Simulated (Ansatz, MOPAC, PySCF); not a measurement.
Dimer: N2 (SMILES N#N) (first 2 atoms) with PH3 (SMILES P); geometry from B3LYP-D3(BJ)/def2-TZVP, rigid monomers moved along the line of their centres of mass till N2···H6 is 3.76 Å.
(charge 0, multiplicity 1):
```xyz
6

N      0.64685    -0.21103    -0.51132
N     -0.33486     0.26387    -0.48761
P      0.00906     0.11751     4.03732
H      1.10418     0.64234     3.30400
H      0.00067    -1.10112     3.31113
H     -0.95453     0.72389     3.19110
```

Counterpoise-corrected where a basis set is named; no monomer relaxation. Rows marked so take none.

Frozen-core correlation. CBS: X⁻³ extrapolation of the correlation energy, Hartree–Fock from the larger set. Rows in 3-21G carry no dispersion term and start afresh at each structure. The state that PM3, PM6 reach isn't checked.

Run with Ansatz (a quantum-chemistry and plane-wave program); MOPAC for PM3, PM6 (differences of heats of formation); PySCF for 3-21G rows, the dispersion terms. Each number belongs to the level named beside it.

```
level                                          interaction energy (meV)
---------------------------------------------  ------------------------
PM3                                                                31.6
PM6                                                                 6.0
r2SCAN-D4/def2-TZVPPD                                             -14.8
B3LYP/3-21G (no counterpoise)                                       1.8
B3LYP-D3(BJ)/def2-TZVPPD                                          -14.0
PBE0-D4/def2-TZVPPD                                               -15.1
SCS-MP2/aug-cc-pV(T+d)Z                                               ?
CCSD/aug-cc-pV(D+d)Z                                                  ?
CCSD(T)/CBS(aug-cc-pV(D+d)Z, aug-cc-pV(T+d)Z)                     -14.9
```

Problem. Some entries are withheld; supply them.

Solution. 
- SCS-MP2/aug-cc-pV(T+d)Z, interaction energy (meV): -11.4
- CCSD/aug-cc-pV(D+d)Z, interaction energy (meV): -9.5
